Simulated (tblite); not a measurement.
Species: C₆H₁₁FO₂Si.
SMILES with atom numbers: `[CH3:1][C:2](=[O:3])/[CH:4]=[C:5](\[CH3:6])[O:7][SiH2:8][CH2:9][F:10]` (hydrogens: H11, H12, H13 on C1; H14 on C4; H15, H16, H17 on C6; H18, H19 on Si8; H20, H21 on C9)

Computed geometry: GFN2-xTB, gas phase.

(1) What internal coordinates does the optimisation give?

Results:

(1) 
```
                  bond  length (bohr)
                 C1–C2          2.858
                 C2=O3          2.295
                 C2–C4          2.759
                 C4=C5          2.545
                 C5–C6          2.807
                 C5–O7          2.549
                O7–Si8          3.067
                Si8–C9          3.633
                C9–F10          2.617
C1–H11, C1–H12, C1–H13          2.055
                C4–H14          2.042
C6–H15, C6–H16, C6–H17          2.056
      Si8–H18, Si8–H19          2.754
        C9–H20, C9–H21          2.065
```

Bonds in one row agree within 0.02 bohr and their mean is given. A selection of angles:
```
     angle  degrees
  C1–C2–O3    121.6
  C1–C2–C4    113.2
  O3–C2–C4    125.2
  C2–C4–C5    126.6
  C4–C5–C6    126.0
  C4–C5–O7    117.1
  C6–C5–O7    116.9
 C5–O7–Si8    138.0
 O7–Si8–C9    110.7
Si8–C9–F10    110.6
```

Dihedral angles: C1–C2–C4–C5 180° (antiperiplanar); C2–C4–C5–C6 0° (synperiplanar); C4–C5–O7–Si8 171° (antiperiplanar); C5–O7–Si8–C9 -69° (synclinal); O7–Si8–C9–F10 75° (synclinal). The mirror-image conformer, all signs reversed, is as good.

Of the pairs four or more bonds apart, O3···H16 is among the closest relative to their van der Waals radii: 2.12 Å, 78 % of the sum of Bondi's values. The C–C distances run from 1.347 Å (C4=C5, drawn double) to 1.512 Å (C1–C2, drawn single), a spread of 0.165 Å. Si8 (oxygen-bound silicon) is distorted tetrahedral (angles from 100.0° to 116.2°). The 2 C–O bonds span 1.215 Å (C2=O3, drawn double) to 1.349 Å (C5–O7, drawn single), a spread of 0.134 Å. O7 (silyl ether oxygen) is bent (angle 138.0°).

Point group: C1 (no symmetry element, even within 0.4 Å). Its GFN2-xTB frequencies are all real (lowest 20 cm⁻¹). The numbers are those of one conformer. 3 starts were optimised and ended at 0.00, 1.30 and 4.07 kcal/mol (GFN2-xTB); the lowest of these is shown.
